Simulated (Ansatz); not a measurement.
Mulliken charges of `O[BH][GaH][GeH3]` from r2SCAN/def2-TZVPP in Ansatz (PBE0-D4/def2-TZVP geometry).

| atom | x (Å) | y (Å) | z (Å) | charge (e) |
| --- | --- | --- | --- | --- |
| O1 | -1.408 | 2.302 | -0.155 | -0.263 |
| B2 | -0.187 | 1.818 | -0.483 | 0.190 |
| Ga3 | 0.631 | 0.257 | 0.658 | 0.171 |
| Ge4 | 0.239 | -2.113 | 0.145 | -0.133 |
| H5 | -1.719 | 3.001 | -0.738 | 0.218 |
| H6 | 0.382 | 2.285 | -1.442 | -0.042 |
| H7 | 1.594 | 0.495 | 1.886 | -0.074 |
| H8 | -0.660 | -2.353 | -1.085 | -0.023 |
| H9 | -0.435 | -2.832 | 1.333 | -0.021 |
| H10 | 1.564 | -2.860 | -0.120 | -0.022 |

By hand: the dipole of these point charges (1 e Å = 4.8032 D).

Σ q r = (-0.108, 0.763, -0.198) e Å, of length 0.796 e Å = 3.82 D.

How does the dipole of the full density compare? (Estimate.)

The calculation gave: (-0.150, 0.479, -0.244) e Å, 2.68 D; the point charges give 1.43 times that, at 14° from its direction.

Point charges leave out the atoms' own dipoles, such as those of lone pairs, and Mulliken's split depends on the basis, so the two needn't agree.
